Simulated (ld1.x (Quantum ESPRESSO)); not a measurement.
## Before and after: RRKJ potential for silver (Ag)

```
Element                 : Ag (Z = 47)
Generator               : ld1.x (Quantum ESPRESSO) 7.5
Type                    : norm-conserving RRKJ (Kleinman–Bylander form)
Functional              : PBE
Relativity              : scalar-relativistic
Frozen core             : [Ar] 3d10
Valence charge          : 19
Reference configuration : 4s2 4p6 4d8 5s0 5p0 (charge +3)
Partial waves           : 4p (bound): rc 1.45 bohr; 4d (bound): rc 1.45 bohr; 4s (bound): rc 0.95 bohr
Local potential         : the s channel
Core correction         : Bessel-smoothed model core inside 0.60 bohr
rho0                    : 0.005
```

Change: wave 4d (bound): rc 1.45 bohr becomes 4d (bound): rc 1.78 bohr.

Cutoffs: the cutoffs (Ry, on a coarse ladder) from which the occupation-weighted sum of valence levels, in a spherical-Bessel basis at the reference potential, stays within 10 and 1 mRy of its value at 400 Ry; they do not see the model core or the augmentation charge, which bear on the density cutoff. Errors are all-electron minus pseudo energies relative to the spin-unpolarised reference configuration.

Problem. How do hardness, ghosts and transferability respond?

Solution. The potential gets neither clearly harder nor softer (140 Ry and 260 Ry → 140 Ry and 260 Ry); of the 7 tests that both files solve, the error grows in 2 and shrinks in 0 by more than 15 % and 0.3 meV (median size 61.3 → 57.2 meV); neither file shows a bound ghost.

```csv
quantity,base,changed
"cutoff, loose",140 Ry,140 Ry
"cutoff, tight",260 Ry,260 Ry
loose cutoff by channel (10 mRy a level),"p 35 Ry, d 50 Ry, s 140 Ry","p 35 Ry, d 45 Ry, s 140 Ry"
bound ghosts,none,none
"error for 4s2 4p6 4d10 5s1 5p0, meV [ΔE -66.06 eV]",+93,+85
"error for 4s2 4p6 4d10 5s0 5p0, meV [ΔE -58.31 eV]",+18,+19
"error for 4s2 4p6 4d9 5s0 5p0, meV [ΔE -36.19 eV]",+9.0,+12
"error for 4s2 4p6 4d9 5s1 5p1, meV [ΔE -57.49 eV]",+190,+184
"error for 4s2 4p6 4d10 5s0.5 5p0, meV [ΔE -63.05 eV]",+61,+57
"error for 4s2 4p6 4d7 5s0 5p0, meV [ΔE 51.72 eV]",+5.3,+17
"error for 4s2 4p6 4d10 5s0 5p1, meV [ΔE -62.20 eV]",+62,+60
```
